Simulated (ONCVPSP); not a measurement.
## Potentials for zinc compared

Generated with ld1.x 7.5 (TM, RRKJ, ultrasoft, PAW), atompaw 4.2 or ONCVPSP 4.0.1. The cutoff is in Ry: for ld1.x and atompaw files where the sum of valence levels is converged to 10 mRy in a Bessel basis, for ONCV files where the hardest occupied wave has 1 mHa per electron of residual kinetic energy. The error is the largest all-electron minus pseudo excitation energy over each file’s own four to seven test configurations (ionisations up to +4, promotions, holes and added fractions of an electron), all of which were solved. The labels leave out finer settings (local radius, basis sizes, second energies), which also bear on the numbers. Spin-polarised tests are not counted. The rows are a selection from randomly drawn settings: files with unsolved tests, undetermined cutoffs or missed reference levels are left out.

A true bound ghost makes a file unfit for plane-wave use even where its test errors are small: the radial tests pick states by their node count and pass the ghost by.

| potential | cutoff (Ry) | largest error (meV) | bound ghosts |
| --- | --- | --- | --- |
| ONCV, PBEsol, scalar-relativistic, rc 1.90/1.55/1.35 (spd), local smoothed, core correction yes, reference 3d10 4s1.5, qcut 3.7/5.6/12.1, projectors 2/1/1 | 115 | -648 | none |
| ONCV, PBE, scalar-relativistic, rc 2.25/2.20/0.90 (spd), local smoothed, core correction no, reference 3d10 4s2, qcut 2.3/4.3/20.9, projectors 2/2/1 | 287 | -27 | s, p |
| ONCV, PBE, scalar-relativistic, rc 1.85/1.95/1.50/1.85 (spdf), local smoothed, core correction yes, reference 3d10 4s2, qcut 3.7/4.2/9.9/5.7, projectors 1/2/2/3 | 85 | +100 | none |
| ONCV, PBEsol, scalar-relativistic, rc 1.00/1.05/1.00 (spd), local smoothed, core correction yes, reference 3s2 3p6 3d10 4s2, qcut 15.7/14/12.3, projectors 2/2/2 | 152 | -16 | none |
| ONCV, LDA (Perdew-Wang 92), scalar-relativistic, rc 0.90/1.05/1.35 (spd), local smoothed, core correction yes, reference 3s2 3p6 3d10 4s0.5, qcut 16/15.7/13.9, projectors 2/2/2 | 164 | -136 | none |
| ONCV, PBE, scalar-relativistic, rc 1.25/0.95/1.10 (spd), local smoothed, core correction yes, reference 3s2 3p6 3d10 4s2, qcut 9.5/12.6/16.6, projectors 3/1/3 | 188 | +25 | none |
| ONCV, LDA (Perdew-Zunger), scalar-relativistic, rc 1.00/0.80/0.85 (spd), local smoothed, core correction no, reference 3s2 3p6 3d10 4s2, qcut 11.9/16.4/18.2, projectors 2/2/2 | 260 | -7.5 | none |
| ONCV, LDA (Perdew-Zunger), scalar-relativistic, rc 1.10/0.75/1.45 (spd), local smoothed, core correction yes, reference 3s2 3p6 3d10 4s2, qcut 10.2/12.9/12.8, projectors 2/2/2 | 123 | +215 | none |

Fill in the row for Zn: ONCV, PBE, fully relativistic, rc 1.20/0.90/0.75 (spd), local smoothed, core correction no, reference 3s2 3p6 3d10 4s2, qcut 10.7/14.1/12, projectors 2/1/2.

cutoff 831 Ry, largest error +30 meV, bound ghosts: none.
